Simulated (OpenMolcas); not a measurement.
Ti3+ in a point-charge field

Ti3+ among 6 point charges of -2 e arranged as an octahedron (Oh), 2.08 Å from the ion.
```
   2.0800    0.0000    0.0000  -2.00
   0.0000    2.0800    0.0000  -2.00
  -2.0800    0.0000    0.0000  -2.00
   0.0000   -2.0800    0.0000  -2.00
   0.0000    0.0000    2.0800  -2.00
   0.0000    0.0000   -2.0800  -2.00
```

```yaml
Program: OpenMolcas 26.06
Method: "SS-CASPT2, IPEA 0.25 Eh, imaginary shift 0.1 Eh (closed shells correlated: 3s 3p)"
Basis: ANO-RCC-VDZP [5s4p2d1f]
Scalar_Hamiltonian: DKH2, point nucleus
Active_space: 1 electron in 5 orbitals (3d)
State_averaging: 2S+1 = 2 even, 5 roots
Spin-orbit_coupling: state interaction with AMFI integrals over the reference wave functions
```

The lowest spin-free states (labels of O, the rotations of Oh), above the lowest:

```json
{"State": "2T2", "Degeneracy": "3", "E (cm-1)": "0", "Free-ion L (%)": "D (100)"}
{"State": "2E", "Degeneracy": "2", "E (cm-1)": "6580", "Free-ion L (%)": "D (100)"}
```

The lowest levels with spin-orbit coupling:

```
E (cm-1)  Degeneracy  Label  2S+1               g
       0           4     Γ8     2                
     220           2     Γ7     2  2.00 2.00 2.00
    6670           4     Γ8     2
```

Powder χT (cm3 K/mol): 0.00619 at 2 K, 0.025 at 10 K, 0.119 at 50 K, 0.23 at 100 K, 0.381 at 200 K, 0.464 at 300 K. The effective moment at 300 K is 2.828 √(χT) = 1.93 μB.

The lowest level has 2S+1 = 2, for which the spin-only value is χT = S(S+1) / 2 = 0.375 cm3 K/mol (g = 2). The computed 0.464 at 300 K differs by +0.089, through orbital momentum, spin-orbit coupling and any other state in reach. With a threefold ground state the orbital momentum is unquenched, so the spin-only value is not expected to hold.

The gap between the two states is 10Dq = 6584 cm-1.

Roots that are degenerate in the reference are averaged as groups; the widest CASPT2 spread within a group is 18 cm-1 (the 2-fold group of multiplicity 2 near 6580 cm-1 above the lowest state of its run). Shifts and gaps below about the spread of the groups concerned are not significant. An orbital triplet at a regular site is open to Jahn-Teller coupling, which can distort the site and quench the lowest spin-orbit gaps and is left out. This field is weak: 10Dq is about 6584 cm-1, while octahedral complexes of 3d ions of charge 3 and more, computed by the same method with explicit ligands, had a median near 15000 cm-1. Ground spin and moment need not be those of a real site. Free-ion shares, where given, are those of the reference states; single-state CASPT2 does not remix them. Point charges carry no covalency, so the field is a model and not that of real ligands. No measured value stands beside these numbers.
